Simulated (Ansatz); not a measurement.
The same path of a periodic cell of 17 atoms, Nb₁₆H (host Nb, host structure bcc, interstitial H) was run twice with different band settings. Lost on the way: Nb2–H17. Made: Nb3–H17.

The calculation used DFT PBE-D3(BJ), scalar-relativistic, plane waves, PAW (Ansatz 0.2.0). Settings: cutoff 420 eV, k mesh 3x3x3, fermi-dirac smearing 0.15 eV, no spin polarisation.

Relaxed end points:

```xyz
17
Lattice="6.6000 0.0000 0.0000 0.0000 6.6000 0.0000 0.0000 0.0000 6.6000" Properties=species:S:1:pos:R:3
Nb 0.002 -0.008 -0.001
Nb 3.263 -0.050 -0.001
Nb 0.002 3.304 -0.001
Nb 0.014 -0.002 3.299
Nb 1.648 1.648 1.655
Nb 3.264 3.345 -0.001
Nb 3.310 0.000 3.299
Nb 4.986 1.648 1.696
Nb 0.014 3.298 3.299
Nb 1.636 4.948 1.649
Nb 1.648 1.648 4.943
Nb 3.310 3.296 3.299
Nb 4.940 4.948 1.647
Nb 4.987 1.648 4.901
Nb 1.636 4.948 4.949
Nb 4.940 4.948 4.951
H 4.125 1.647 -0.001
```

```xyz
17
Lattice="6.6000 0.0000 0.0000 0.0000 6.6000 0.0000 0.0000 0.0000 6.6000" Properties=species:S:1:pos:R:3
Nb 0.006 -0.001 0.002
Nb 3.293 -0.001 0.002
Nb 0.046 3.339 0.002
Nb 0.000 -0.014 3.303
Nb 1.650 1.662 1.650
Nb 3.253 3.339 0.002
Nb 3.299 -0.014 3.303
Nb 4.950 1.611 1.699
Nb -0.003 3.289 3.302
Nb 1.650 4.965 1.653
Nb 1.650 1.663 4.955
Nb 3.302 3.289 3.302
Nb 4.950 4.952 1.659
Nb 4.950 1.612 4.906
Nb 1.650 4.965 4.951
Nb 4.950 4.952 4.946
H 4.949 2.476 0.003
```

Common settings: climbing image yes; spring 5.0 eV/Å²; optimiser quadratic models (default); end points relaxed.

| run | movable images | start path | force threshold | iteration limit |
| --- | --- | --- | --- | --- |
| 1 | 5 | IDPP | 0.03 eV/Å | 56 |
| 2 | 3 | default | 0.05 eV/Å | 10 |

**Question.** What does each run give, and how far can it be trusted?

**Answer.** Run 1: converged after 6 iterations, highest image 0.186 eV above the first end. By the program's own check the climbing image is of a kind that is not told: the force calls were inconclusive, a negative curvature could not be distinguished from the path's own, the only one lies far off the path, or fixed occupations may fill a level only in part (lowest curvatures found: -2.56 and 4.48 eV/Å²).
Run 2: converged after 4 iterations, highest image 0.186 eV above the first end. The order of the point at the top wasn't checked.
Limits of this set-up: coarse k mesh, odd electron count without spin, a small cell, in which the defect meets its images, a typed lattice constant that wasn't relaxed here.
